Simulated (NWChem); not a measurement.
CaHSCl; SMILES [SH][Ca][Cl]

```xyz
4

Ca     0.3210    -0.0421     0.0064
Cl    -0.1687    -2.4409    -0.0054
S     -0.1298     2.4962    -0.0087
H     -1.4742     2.3975     0.1018
```
Atoms are numbered in this order, from 1.

Results from NWChem. The geometry was optimised at PBE0/def2-SVP. Level M06-2X/def2-SVP: energy and gradient on several grids; changes count from the extra-fine grid, which is no exact limit either.

```csv
grid,size of the energy change (μHa),largest change of a gradient component (μHa/bohr)
xcoarse,2000,2000
coarse,10,600
medium,< 10,90
fine,< 10,100
xfine,< 10,< 30
```
